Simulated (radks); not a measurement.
Results of a calculation; reference values are marked as such.
How relativity changes the ionisation of neutral neon ([Ne]) to Ne+ ([He] 2s2 2p5). Spin-unpolarised spherical Kohn-Sham, PBE, point nucleus unless stated (finite: rms radius 3.0055 fm), a radial shooting solver on a logarithmic mesh with Libxc functionals. A level marked "c x" has the speed of light scaled by that factor and shares open shells by 2j + 1; other Dirac levels either fill j = l - 1/2 first or share by 2j + 1.

| level | E(Ne) (hartree) | E(Ne+) (hartree) | IE (eV) | HOMO | <r> HOMO (bohr) |
|---|---|---|---|---|---|
| non-rel. | -128.86643 | -128.03992 | 22.491 | 2p | 0.9816 |
| scalar-rel. | -129.01346 | -128.18752 | 22.475 | 2p | 0.9815 |
| scalar-rel., finite nucleus | -129.01342 | -128.18747 | 22.475 | 2p | 0.9815 |
| Dirac, 2j+1 shares | -129.01350 | -128.18755 | 22.475 | 2p3/2 | 0.9826 |
| Dirac, low j first | -129.01350 | -128.18900 | 22.436 | 2p3/2 | 0.9826 |
| Dirac, 2j+1 shares, finite nucleus | -129.01345 | -128.18750 | 22.475 | 2p3/2 | 0.9826 |
| Dirac, c x 0.85 | -129.07019 | -128.24446 | 22.469 | 2p3/2 | 0.9829 |
| Dirac, c x 1.5 | -128.93169 | -128.10543 | 22.484 | 2p3/2 | 0.9820 |
| Dirac, c x 10 | -128.86789 | -128.04139 | 22.490 | 2p3/2 | 0.9816 |

NIST Atomic Spectra Database: 21.565 eV (measured). The relativistic part of the total energy of Ne is -0.147 hartree (Dirac, 2j+1 shares, finite nucleus), 0.11 % of the non-relativistic value. Spin polarisation and multiplet splitting of open shells are left out at every level.

Beside tabulated values, note that spin-unpolarised runs miss the spin-polarisation part of the exchange energy of open shells.
